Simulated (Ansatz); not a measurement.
Molecule: BiCl₂, charge 0, multiplicity 2. It need not be the lowest isomer of its formula. SMILES: [Cl][Bi][Cl]
Structure (B3LYP-D3(BJ)/def2-TZVP (Ansatz, a program for electronic structure) minimum search):
```
Bi
Cl 1 2.4566
Cl 1 2.4566 2 99.48
```
Charge 0, spin multiplicity 2.

Property: atomisation energy (electronic, to ground-state atoms), in kcal/mol. Cores are frozen in the correlated levels unless marked. Open shells are spin-unrestricted. Spin-orbit coupling is left out. The frozen core is the preceding noble-gas configuration, with the filled d and f shells of earlier blocks. In def2 rows, elements after Kr have scalar-relativistic effective core potentials. The coupled-cluster limit lacks core correlation, which all-electron functionals hold. Basis-set limits of correlation are two-point, X^-3; Hartree-Fock from the larger set. [CCSD(T)-MP2]/basis is that difference in the basis named.

```csv
level,program,atomisation energy (kcal/mol)
PBE-D4/def2-TZVPD,Ansatz + dftd4,?
r2SCAN-D4/def2-TZVPD,Ansatz + dftd4,?
LC-wPBE/def2-TZVPD,Ansatz,135.2
SCS-MP2/def2-SVP,Ansatz,110.9
SCS-MP2/def2-TZVPP,Ansatz,133.6
"RI-MP2/CBS(def2-TZVPPD,def2-QZVPPD)+[CCSD(T)-MP2]/def2-TZVPPD",Ansatz,?
```

### Question
Complete the blanks.

### Answer

- PBE-D4/def2-TZVPD, atomisation energy (kcal/mol): 157.7
- r2SCAN-D4/def2-TZVPD, atomisation energy (kcal/mol): 148.4
- RI-MP2/CBS(def2-TZVPPD,def2-QZVPPD)+[CCSD(T)-MP2]/def2-TZVPPD, atomisation energy (kcal/mol): 141.6
